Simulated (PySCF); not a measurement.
A GIAO shielding run with PySCF 2.14.0 with density-fitted response routines (density fitting, non-relativistic, gas phase) on SMILES P[Si](P)(Cl)CC1CC1, C$_{4}$H$_{11}$ClP$_{2}$Si:

```
$ OMP_NUM_THREADS=1 python probes_run.py task.json out

{"job": {"kind": "nmr", "xc": "PBE0", "basis": "pcSseg-1"}, "charge": 0, "multiplicity": 1}
P     -1.747493     0.950343     1.622600
Si    -1.258511    -0.675025     0.109956
P     -2.838789    -1.351160    -1.384440
Cl    -0.747600    -2.325232     1.198549
C      0.259572    -0.080371    -0.900118
C      1.253649     0.642215    -0.027432
C      2.708132     0.663230    -0.390000
C      2.237590    -0.142951     0.783111
H     -2.182102     1.848888     0.657436
H     -3.037855     0.503956     1.868811
H     -3.442576    -0.106946    -1.474397
H     -3.727404    -1.776125    -0.410545
H     -0.072875     0.577658    -1.706274
H      0.739068    -0.939729    -1.369071
H      0.850181     1.539884     0.431635
H      3.017223     0.134659    -1.279304
H      3.274162     1.562878    -0.202690
H      2.224994    -1.217820     0.688458
H      2.480831     0.200900     1.776252
```

Hardware: 1 thread of an Arm Neoverse N1, shared host. The job also computes population analyses, field gradients, ring-centre shieldings.

Task: How large is the calculation?

Result: 96 electrons, 219 basis functions and 1230 auxiliary functions.

Task: How long does it take, and how much memory does it need?

Result: 95 s of wall time, with 12 SCF cycles and 4 response iterations; peak memory 1.1 GiB. Times on a shared host scatter by some tens of per cent.
